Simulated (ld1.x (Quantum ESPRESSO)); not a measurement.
Ranking TM potentials for hydrogen

All share these settings but for the change named:

H, norm-conserving Troullier–Martins (Kleinman–Bylander form), made with ld1.x (Quantum ESPRESSO) 7.5 (PBE, non-relativistic). Core none, reference 1s1. Waves: 1s (bound): rc 0.70 bohr; 2p channel at 0.2 Ry: rc 0.75 bohr. Local part: all-electron potential smoothed inside 0.65 bohr (lloc = -2). Core correction: none.

Cutoff: the first of the cutoffs (Ry, on a coarse ladder) from which the occupation-weighted sum of valence levels, in a spherical-Bessel basis at the reference potential, stays within 10 and 1 mRy of its value at 400 Ry; the density cutoff is not measured.

The base gives 35 Ry.

Of 8 variants that were run, those that failed, showed a ghost or another fault, or gave nearly equal values are left out.

A variant can come out equal or close to the base.

Question: Rank these variants from softest to hardest (loose cutoff).
A. all radii scaled by about 1.03 (s 0.72, p 0.78 bohr); local potential all-electron potential smoothed inside 0.68 bohr (lloc = -2)
B. all radii scaled by about 1.30 (s 0.90, p 0.98 bohr); local potential all-electron potential smoothed inside 0.84 bohr (lloc = -2)
C. all radii scaled by about 0.77 (s 0.54, p 0.58 bohr); local potential all-electron potential smoothed inside 0.50 bohr (lloc = -2)

Answer: B (30 Ry), A (35 Ry), C (40 Ry).
